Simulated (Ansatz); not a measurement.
Geometry optimisation, RKS PBE0-D4/def2-SVP in Ansatz.

Input:

```yaml
crystal:
  periodic: [false, false, false]
  atoms:
    - { symbol: B, position_ang: [0.0, 0.0, 0.0] }
    - { symbol: Cl, position_ang: [0.0, 0.0, 2.21] }
    - { symbol: C, position_ang: [1.3856, 0.0, -0.8] }
    - { symbol: H, position_ang: [1.7152, -1.0462, -0.9702] }
    - { symbol: H, position_ang: [1.2491, 0.508, -1.7774] }
    - { symbol: H, position_ang: [2.1552, 0.5381, -0.2082] }
    - { symbol: C, position_ang: [-1.3856, 0.0, -0.8] }
    - { symbol: H, position_ang: [-1.9458, -0.9305, -0.5708] }
    - { symbol: H, position_ang: [-1.9898, 0.8797, -0.4946] }
    - { symbol: H, position_ang: [-1.1839, 0.0508, -1.8903] }
    - { symbol: S, position_ang: [0.0982, 2.076, 0.6906] }
    - { symbol: H, position_ang: [0.6507, 2.1151, 1.9763] }
    - { symbol: H, position_ang: [0.0608, 1.2857, 1.8263] }
basis:
  gaussian: { orbitals: def2-SVP }
hamiltonian:
  xc: pbe0
  dispersion: d4
relax:
  f_tol: 0.15
  max_steps: 25
  restrain:
    - { distance: [0, 10], at: 1.89, k: 30.0 }
    - { distance: [12, 1], at: 1.37, k: 30.0 }
    - { distance: [0, 1], at: 3.06, k: 30.0 }
    - { distance: [12, 10], at: 2.6, k: 30.0 }
```

Run as:

```bash
$ ansatz run input.yaml --threads 4 --pin off --max-ram 5120MiB --backend cpu --events-out ev --progress --plain --runs-dir out
```

Problem. Where does it end, and by what steps?

Solution. It converged. The restraints hold the end off the free minimum. After 11 steps the energy has fallen by 4.593 eV (the restraints' own energy left out); H12 moved furthest, 1.47 Å. Parted: S11–H13 (1.38 → 2.59 Å).

```tsv
step	energy less start (eV)	largest force component (eV/Å)	accepted
0	0.0000	7.703	yes
1	-1.6777	3.229	yes
2	-2.1701	3.534	yes
3	-2.5772	3.620	yes
4	-3.3657	1.721	yes
5	-3.8107	1.320	yes
6	-4.0913	1.308	yes
7	-4.3182	1.313	yes
8	-4.4661	1.218	yes
9	-4.5506	1.125	yes
10	-4.5717	1.181	yes
11	-4.5928	0.998	yes
```

```xyz
13
Properties=species:S:1:pos:R:3
B -0.004 0.735 -0.294
Cl -0.048 -0.740 2.396
C 1.379 0.087 -0.646
H 1.330 -1.012 -0.684
H 1.627 0.429 -1.670
H 2.211 0.385 0.007
C -1.379 0.133 -0.750
H -1.497 -0.886 -0.348
H -2.264 0.723 -0.471
H -1.368 0.028 -1.850
S -0.093 2.423 0.496
H 1.230 2.609 0.714
H -0.315 0.564 2.292
```

Run time: 20 s on 4 threads of Intel(R) Xeon(R) Platinum 8488C (Sapphire Rapids), on a shared host, peak memory 0.31 GiB.
